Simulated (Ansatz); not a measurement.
Geometry optimisation, Ansatz 0.2.0, DFT PBE, scalar-relativistic, plane waves, PAW.

Input:

```yaml
crystal:
  lattice:
    - [0.0, 5.43, 5.43]
    - [5.43, 0.0, 5.43]
    - [5.43, 5.43, 0.0]
  atoms:
    - { symbol: Si, position: [0.0, 0.0, 0.0] }
    - { symbol: Si, position: [0.125, 0.125, 0.125] }
    - { symbol: Si, position: [0.0, 0.0, 0.5] }
    - { symbol: Si, position: [0.125, 0.125, 0.625] }
    - { symbol: Si, position: [0.0, 0.5, 0.0] }
    - { symbol: Si, position: [0.125, 0.625, 0.125] }
    - { symbol: Si, position: [0.0, 0.5, 0.5] }
    - { symbol: Si, position: [0.125, 0.625, 0.625] }
    - { symbol: Si, position: [0.5, 0.0, 0.0] }
    - { symbol: Si, position: [0.625, 0.125, 0.125] }
    - { symbol: Si, position: [0.5, 0.0, 0.5] }
    - { symbol: Si, position: [0.625, 0.125, 0.625] }
    - { symbol: Si, position: [0.5, 0.5, 0.0] }
    - { symbol: Si, position: [0.625, 0.625, 0.125] }
    - { symbol: Si, position: [0.5, 0.5, 0.5] }
    - { symbol: Si, position: [0.625, 0.625, 0.625] }
    - { symbol: Si, position: [0.81498594, 0.81122104, 0.31990463] }
basis:
  ecutwfc: 420.0
kpoints:
  mp_grid: { grid: [2, 2, 2] }
hamiltonian:
  xc: pbe
  pseudopotentials: { kind: paw, azcp: { folder: soft_1 } }
scf:
  occupations: { method: fermi_dirac, width: 0.02 }
  lower_state_search: "off"
relax:
  f_tol: 0.03
  max_steps: 60
  adjacent_minimum: "off"
output:
  write_density: true
  write_potential: true
  elf: true
  volumetric_format: npy
```

Command:

```bash
$ ansatz run input.yaml --threads 1 --pin off --max-ram 3072MiB --backend cpu --events-out ev --progress --plain --runs-dir out
```

Question: Where does it end, and by what steps?

Answer: The forces met the threshold. Limits of this set-up: coarse k mesh, a small cell, in which the defect meets its images. After 10 steps the energy has fallen by 1.002 eV; Si17 moved furthest, 0.51 Å. Joined: Si14–Si17 (3.58 → 2.60 Å).

```
step  energy less start (eV)  largest force component (eV/Å)  accepted
   0                  0.0000                           2.436       yes
   1                 -0.7109                           1.077       yes
   2                 -0.9586                           0.135       yes
   3                 -0.9682                           0.086       yes
   4                 -0.9717                           0.037       yes
   5                 -0.9755                           0.069       yes
   6                 -0.9806                           0.059       yes
   7                 -0.9885                           0.140       yes
   8                 -1.0006                           0.062       yes
   9                 -0.9996                           0.071        no
  10                 -1.0025                           0.018       yes
```

```xyz
17
Lattice="0.0000 5.4300 5.4300 5.4300 0.0000 5.4300 5.4300 5.4300 0.0000" Properties=species:S:1:pos:R:3
Si -0.041 -0.040 0.015
Si 1.322 1.324 1.330
Si 2.632 2.633 -0.085
Si 3.981 3.982 1.265
Si 2.649 0.064 2.774
Si 3.881 1.478 4.192
Si 5.388 2.730 2.673
Si 6.753 4.047 4.034
Si 0.062 2.652 2.775
Si 1.478 3.882 4.193
Si 2.730 5.389 2.673
Si 4.046 6.755 4.033
Si 2.968 2.968 5.683
Si 4.348 4.350 7.060
Si 5.492 5.493 5.358
Si 6.906 6.907 6.595
Si 5.848 5.848 8.562
```

The run took 72 s on 1 thread of Arm Neoverse V1 (shared host), peak memory 0.53 GiB.
